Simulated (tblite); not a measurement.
A geometry optimisation, step by step.

Species: C3H13N2Si2 (doublet state).
Bonds: C1–N2, N2–Si3, Si3–C4, C4–C5, C5–Si6, Si6–N7. Hydrogens: H8, H9, H10 on C1; H11 on N2; H12, H13 on Si3; H14, H15 on C4; H16, H17 on C5; H18 on Si6; H19, H20 on N7.

Computed with GFN2-xTB (tblite), gas phase: L-BFGS steps from a force-field or distance-geometry start until the largest atomic force falls under 0.01 eV/Å. 8 of its 199 geometries are shown.

Step 0: E = -605.9939 eV, largest atomic force 2.521 eV/Å
```
atom  x, y, z in Å  |  force x, y, z in eV/Å
C1     -2.971    0.972   -0.464   -0.586   0.165   0.679
N2     -1.807    0.227   -0.926   -0.538  -2.392   0.585
Si3    -1.135   -0.624    0.523   -1.230   0.540  -0.595
C4      0.475   -1.456    0.203    0.037  -2.011   0.323
C5      1.385   -0.754   -0.729    1.634  -0.785  -1.487
Si6     1.887    0.953   -0.234    0.988   1.290   0.076
N7      3.658    1.067    0.112   -0.663   0.319  -1.219
H8     -2.925    2.017   -0.834   -0.147  -0.622   0.228
H9     -2.965    0.943    0.654   -0.410   0.656  -0.866
H10    -3.914    0.471   -0.774    0.473   0.626   0.075
H11    -2.235   -0.555   -1.501    1.176   1.246   0.290
H12    -0.998    0.368    1.580    0.018   0.162   0.107
H13    -2.137   -1.635    0.969    0.211   0.139   0.057
H14     0.235   -2.441   -0.284    0.198   0.474   0.583
H15     1.008   -1.713    1.163   -0.580   0.337  -0.861
H16     2.316   -1.385   -0.785   -0.471   0.456  -0.246
H17     0.990   -0.709   -1.772    0.007  -0.283   0.779
H18     1.067    1.567    0.782    0.095   0.133   0.432
H19     3.928    2.071    0.215    0.008  -1.354  -0.254
H20     4.133    0.626   -0.720   -0.221   0.906   1.311
```

Step 28: E = -607.0370 eV, largest atomic force 0.128 eV/Å
```
atom  x, y, z in Å  |  force x, y, z in eV/Å
C1     -3.054    0.982   -0.512    0.038  -0.064   0.004
N2     -1.905    0.120   -0.649    0.063   0.024  -0.044
Si3    -1.164   -0.700    0.658   -0.080   0.028   0.044
C4      0.477   -1.495    0.146   -0.031  -0.025   0.049
C5      1.386   -0.762   -0.834   -0.031   0.020   0.005
Si6     1.780    1.018   -0.284   -0.080   0.024  -0.016
N7      3.499    1.071   -0.006   -0.035   0.032  -0.047
H8     -2.915    1.897   -1.098   -0.041  -0.085   0.056
H9     -3.161    1.243    0.538    0.008   0.065  -0.051
H10    -3.982    0.495   -0.833    0.047   0.010  -0.014
H11    -1.790   -0.221   -1.590   -0.002   0.017  -0.018
H12    -0.987    0.322    1.695   -0.001   0.021   0.020
H13    -1.951   -1.798    1.261   -0.075   0.014  -0.008
H14     0.269   -2.496   -0.237    0.031  -0.041  -0.052
H15     1.010   -1.647    1.085    0.125  -0.027   0.002
H16     2.328   -1.312   -0.932   -0.011  -0.006   0.027
H17     0.929   -0.778   -1.825   -0.067   0.036   0.010
H18     1.230    1.484    0.991    0.039  -0.041  -0.003
H19     3.888    1.954    0.283    0.069  -0.033   0.013
H20     4.107    0.633   -0.681    0.034   0.030   0.024
```

Step 57: E = -607.0814 eV, largest atomic force 0.045 eV/Å
```
atom  x, y, z in Å  |  force x, y, z in eV/Å
C1     -2.991    0.940   -0.567   -0.009   0.007  -0.009
N2     -1.761    0.192   -0.615   -0.007   0.000  -0.016
Si3    -1.168   -0.699    0.725    0.023   0.007  -0.003
C4      0.467   -1.497    0.193    0.001  -0.006  -0.009
C5      1.284   -0.714   -0.832    0.003   0.000   0.019
Si6     1.736    1.030   -0.213    0.013   0.013  -0.009
N7      3.471    1.059   -0.067    0.009  -0.007  -0.005
H8     -2.953    1.776   -1.268    0.001   0.012  -0.011
H9     -3.120    1.333    0.438    0.010  -0.002  -0.003
H10    -3.868    0.327   -0.806   -0.007  -0.012   0.001
H11    -1.563   -0.144   -1.545   -0.026   0.010   0.009
H12    -1.000    0.281    1.802   -0.008   0.030   0.026
H13    -2.061   -1.760    1.230   -0.021  -0.040   0.004
H14     0.262   -2.495   -0.207    0.017  -0.004   0.007
H15     1.072   -1.653    1.087   -0.022   0.003  -0.010
H16     2.204   -1.265   -1.053    0.008   0.020   0.000
H17     0.724   -0.664   -1.769    0.011  -0.008   0.014
H18     1.309    1.396    1.139    0.008  -0.025   0.012
H19     3.909    1.879    0.318   -0.003  -0.002   0.001
H20     4.042    0.688   -0.810   -0.001   0.001  -0.017
```

Step 85: E = -607.0968 eV, largest atomic force 0.140 eV/Å
```
atom  x, y, z in Å  |  force x, y, z in eV/Å
C1     -3.023    0.932   -0.613   -0.013   0.017  -0.010
N2     -1.797    0.178   -0.662    0.003   0.003  -0.056
Si3    -1.224   -0.704    0.695   -0.012   0.027   0.007
C4      0.445   -1.474    0.232    0.003  -0.015  -0.017
C5      1.298   -0.678   -0.752    0.040   0.020   0.016
Si6     1.802    1.008   -0.017   -0.016  -0.045  -0.002
N7      3.532    1.094   -0.194   -0.009  -0.082  -0.113
H8     -3.027    1.696   -1.388    0.022   0.072  -0.075
H9     -3.091    1.423    0.353   -0.017  -0.012   0.057
H10    -3.912    0.307   -0.746   -0.039  -0.039   0.027
H11    -1.637   -0.191   -1.588    0.037  -0.024   0.053
H12    -1.144    0.272    1.788    0.052   0.018  -0.035
H13    -2.120   -1.791    1.149    0.007  -0.027   0.010
H14     0.275   -2.478   -0.163   -0.009  -0.015  -0.075
H15     1.011   -1.622    1.154   -0.013   0.025   0.002
H16     2.211   -1.238   -0.977    0.016  -0.023   0.025
H17     0.768   -0.571   -1.703   -0.025   0.012   0.102
H18     1.636    1.134    1.435   -0.007  -0.011   0.004
H19     4.040    1.833    0.261    0.008   0.046  -0.015
H20     3.952    0.881   -1.087   -0.026   0.051   0.093
```

Step 113: E = -607.1436 eV, largest atomic force 0.031 eV/Å
```
atom  x, y, z in Å  |  force x, y, z in eV/Å
C1     -3.044    0.917   -0.702    0.008  -0.010  -0.017
N2     -1.825    0.146   -0.712   -0.005  -0.007   0.007
Si3    -1.214   -0.620    0.700   -0.008  -0.025  -0.008
C4      0.364   -1.540    0.201    0.021   0.008   0.001
C5      1.357   -0.703   -0.594    0.000  -0.008  -0.022
Si6     1.890    0.864    0.339    0.014  -0.018  -0.020
N7      3.466    1.246   -0.292   -0.001   0.013  -0.006
H8     -3.045    1.636   -1.524    0.009   0.003   0.008
H9     -3.104    1.460    0.238    0.008  -0.019  -0.017
H10    -3.941    0.291   -0.792    0.014   0.011   0.017
H11    -1.690   -0.319   -1.598   -0.005   0.025   0.016
H12    -0.966    0.446    1.673   -0.007   0.014   0.007
H13    -2.135   -1.612    1.303    0.001   0.014   0.004
H14     0.107   -2.437   -0.368    0.005  -0.004   0.000
H15     0.845   -1.894    1.113   -0.012   0.001   0.018
H16     2.253   -1.295   -0.812   -0.022  -0.016   0.004
H17     0.914   -0.444   -1.557    0.007   0.005  -0.007
H18     2.158    0.674    1.770   -0.022  -0.012   0.018
H19     3.966    2.039    0.073   -0.005  -0.003  -0.008
H20     3.638    1.155   -1.280    0.000   0.028   0.004
```

Step 141: E = -607.1478 eV, largest atomic force 0.019 eV/Å
```
atom  x, y, z in Å  |  force x, y, z in eV/Å
C1     -3.019    0.928   -0.707    0.004   0.004   0.002
N2     -1.806    0.151   -0.715   -0.001  -0.001   0.005
Si3    -1.204   -0.612    0.702   -0.001  -0.003  -0.002
C4      0.360   -1.561    0.212   -0.004   0.002  -0.001
C5      1.359   -0.749   -0.602   -0.002   0.008   0.012
Si6     1.883    0.823    0.327   -0.014  -0.004  -0.002
N7      3.435    1.289   -0.307   -0.005  -0.003   0.009
H8     -3.013    1.651   -1.526    0.009   0.005  -0.001
H9     -3.076    1.467    0.235   -0.001   0.006  -0.002
H10    -3.919    0.309   -0.799    0.000  -0.002   0.004
H11    -1.670   -0.312   -1.601    0.006  -0.002  -0.002
H12    -0.950    0.462    1.667    0.001  -0.002   0.000
H13    -2.138   -1.582    1.318   -0.012  -0.009   0.000
H14     0.092   -2.466   -0.338   -0.002  -0.008  -0.004
H15     0.837   -1.901    1.132    0.011   0.000   0.002
H16     2.247   -1.355   -0.813   -0.005   0.007   0.001
H17     0.914   -0.499   -1.567    0.019  -0.001   0.003
H18     2.166    0.604    1.752   -0.001   0.003  -0.005
H19     3.912    2.070    0.112    0.005  -0.005  -0.010
H20     3.586    1.292   -1.303   -0.006   0.006  -0.010
```

Step 170: E = -607.1506 eV, largest atomic force 0.016 eV/Å
```
atom  x, y, z in Å  |  force x, y, z in eV/Å
C1     -2.958    0.963   -0.717    0.001   0.002  -0.002
N2     -1.766    0.153   -0.715    0.004  -0.005   0.007
Si3    -1.214   -0.642    0.704    0.005  -0.001   0.014
C4      0.351   -1.598    0.234    0.002   0.009   0.002
C5      1.360   -0.786   -0.567    0.003   0.006  -0.002
Si6     1.854    0.806    0.343   -0.005  -0.009   0.002
N7      3.351    1.335   -0.370    0.006   0.007   0.004
H8     -2.931    1.678   -1.541    0.005   0.007  -0.014
H9     -3.001    1.512    0.220   -0.006   0.002   0.010
H10    -3.874    0.367   -0.803   -0.011   0.005   0.000
H11    -1.633   -0.310   -1.602    0.000   0.003   0.002
H12    -0.977    0.412    1.694    0.007  -0.010  -0.008
H13    -2.174   -1.612    1.282   -0.008  -0.003  -0.009
H14     0.087   -2.503   -0.320    0.006   0.000   0.000
H15     0.817   -1.940    1.159    0.004   0.002   0.004
H16     2.259   -1.384   -0.751   -0.004   0.000  -0.002
H17     0.938   -0.550   -1.545    0.000  -0.012  -0.008
H18     2.219    0.597    1.750   -0.001  -0.003   0.010
H19     3.875    2.061    0.090   -0.007   0.006  -0.013
H20     3.412    1.451   -1.369    0.001  -0.005   0.004
```

Step 198: E = -607.1544 eV, largest atomic force 0.009 eV/Å
```
atom  x, y, z in Å  |  force x, y, z in eV/Å
C1     -2.850    1.036   -0.702   -0.002   0.000   0.002
N2     -1.708    0.159   -0.697    0.002   0.003   0.000
Si3    -1.221   -0.708    0.704   -0.001  -0.003  -0.003
C4      0.356   -1.658    0.259    0.004  -0.002   0.000
C5      1.364   -0.842   -0.540    0.001   0.000   0.000
Si6     1.772    0.795    0.329    0.005   0.004   0.002
N7      3.220    1.403   -0.422    0.001   0.000  -0.002
H8     -2.748    1.787   -1.488   -0.003  -0.003   0.002
H9     -2.900    1.541    0.260   -0.004   0.001   0.000
H10    -3.795    0.501   -0.853    0.000   0.001   0.001
H11    -1.574   -0.278   -1.597    0.003   0.001   0.000
H12    -1.005    0.294    1.750   -0.004   0.004   0.002
H13    -2.215   -1.690    1.199    0.000   0.001  -0.004
H14     0.111   -2.574   -0.284    0.000   0.002   0.001
H15     0.817   -1.980    1.194    0.000  -0.001   0.000
H16     2.286   -1.416   -0.680   -0.001  -0.002   0.002
H17     0.963   -0.653   -1.538    0.001  -0.002   0.001
H18     2.170    0.641    1.736    0.002  -0.002  -0.005
H19     3.676    2.206   -0.022   -0.004  -0.002  -0.005
H20     3.275    1.446   -1.428   -0.001   0.000   0.009
```

**Question.** Summarise the path.

**Answer.** The energy falls by 1.1605 eV from step 0 to step 198; nine tenths of that is first reached at step 29. It rises by more than 0.2 meV at step 90. The largest force goes from 2.521 to 0.009 eV/Å. Among the bonds N2–Si3 changes most, from 1.811 to 1.718 Å; the atoms move by 0.638 Å rms after alignment.

What follows is the cost of the whole relaxation. The run took 2.5 s of wall time on one thread, Arm Neoverse N1 (aarch64) (shared host).
